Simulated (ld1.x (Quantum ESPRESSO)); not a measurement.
Co (Z = 27), TM: configuration errors across variants

| Item | Value |
| --- | --- |
| Element | Co (Z = 27) |
| Generator | ld1.x (Quantum ESPRESSO) 7.5 |
| Type | norm-conserving Troullier–Martins (Kleinman–Bylander form) |
| Functional | PBE |
| Relativity | scalar-relativistic |
| Frozen core | [Ar] |
| Valence charge | 9 |
| Reference configuration | 3d6 4s0 4p0 (charge +3) |
| Partial waves | 4s (bound, empty): rc 2.00 bohr; 4p (bound, empty): rc 1.85 bohr; 3d (bound): rc 1.25 bohr |
| Local potential | all-electron potential smoothed inside 1.15 bohr (lloc = -1) |
| Core correction | Bessel-smoothed model core, default radius (core density twice the valence density) |

All-electron excitation energies from the reference (eV): (1) 3d7 4s2 4p0 -61.686; (2) 3d7 4s1 4p0 -52.656; (3) 3d7 4s0 4p0 -35.870; (4) 3d5 4s0 4p0 55.352; (5) 3d7.5 4s1.5 4p0 -62.646; (6) 3d7 4s0 4p2 -52.707; (7) 3d8 4s0 4p0 -55.215.

Tests that are not counted but printed errors over 1 eV. “wave 3d (bound): rc 1.25 bohr becomes 3d (bound): rc 1.76 bohr”: 3d7 4s0 4p2 (solver errors, printed error -646 eV). “wave 3d (bound): rc 1.25 bohr becomes 3d (bound): rc 1.88 bohr”: 3d7 4s0 4p2 (solver errors, printed error -633 eV).

A true bound ghost makes a file unfit for plane-wave use even where its test errors are small: the radial tests pick states by their node count and pass the ghost by. Where a test does run into it, the solver fails or the error is huge.

Errors AE − PS in meV (a dash: test not solved or not reliable):

```csv
change,(1),(2),(3),(4),(5),(6),(7),bound ghosts
base,-86,-150,-242,-429,-248,-8590,-621,"s, p"
wave 3d (bound): rc 1.25 bohr becomes 3d (bound): rc 0.86 bohr,-83,-150,-250,-472,-245,-8597,-627,"s, p"
wave 3d (bound): rc 1.25 bohr becomes 3d (bound): rc 1.00 bohr,-83,-150,-248,-464,-246,-8596,-626,"s, p"
wave 3d (bound): rc 1.25 bohr becomes 3d (bound): rc 1.14 bohr,-85,-150,-246,-450,-247,-8594,-625,"s, p"
wave 3d (bound): rc 1.25 bohr becomes 3d (bound): rc 1.26 bohr,-86,-150,-242,-429,-248,-8590,-621,"s, p"
wave 3d (bound): rc 1.25 bohr becomes 3d (bound): rc 1.56 bohr,-91,-144,-212,-322,-244,-8565,-580,"s, p"
wave 3d (bound): rc 1.25 bohr becomes 3d (bound): rc 1.76 bohr,-93,-133,-180,-230,-232,–,-523,"s, p"
wave 3d (bound): rc 1.25 bohr becomes 3d (bound): rc 1.88 bohr,-95,-119,-142,-134,-214,–,-450,"s, p"
```

Give the same row for: wave 3d (bound): rc 1.25 bohr becomes 3d (bound): rc 1.44 bohr.

-89, -148, -230, -383, -248, -8581, -607; bound ghosts: s, p.
